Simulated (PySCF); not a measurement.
Shifts of the heteroatoms

Atoms are numbered as in `[CH3:1][CH:2]([CH3:3])[O:4][C@@H:5]([CH3:6])[C@@H:7]([F:8])[Cl:9]`. Hydrogens are named by the atom that carries them.

Method: GFN2-xTB structure, shieldings: GIAO PBE0/pcSseg-1, in PySCF 2.14.0 with density-fitted response routines (a single conformation, equivalent nuclei averaged, no solvent, no relativistic terms).

Question: What are the 19F shifts?

Answer: 
```
atoms                environment  σ (ppm)  δ (ppm)
   F8  fluorine on an sp3 carbon    335.4   -142.0
```

Shieldings were converted by a linear fit to measured shifts: 19F (scatter 6.0 ppm rms, 7.0 ppm with the 5 outliers that the fit left out vs CFCl3, solution or neat liquid, with a term for F on sp3 carbon). A few per cent of atoms miss by over 2 rms, more outside the fitted compound classes.

On a 400 MHz spectrometer 19F resonates near 376.4 MHz, so 1 ppm is 376.4 Hz.

Question: Where does 17O resonate?

Answer: 
```
atoms   environment  σ (ppm)  δ (ppm)
   O4  ether oxygen    245.0     43.5
```

Shieldings were converted by a linear fit to measured shifts: 17O (scatter 10.7 ppm rms, 12.2 ppm with the 3 outliers that the fit left out vs liquid water, solution or neat liquid). A few per cent of atoms miss by over 2 rms, more outside the fitted compound classes.

On a 300 MHz spectrometer 17O resonates near 40.7 MHz, so 1 ppm is 40.7 Hz.
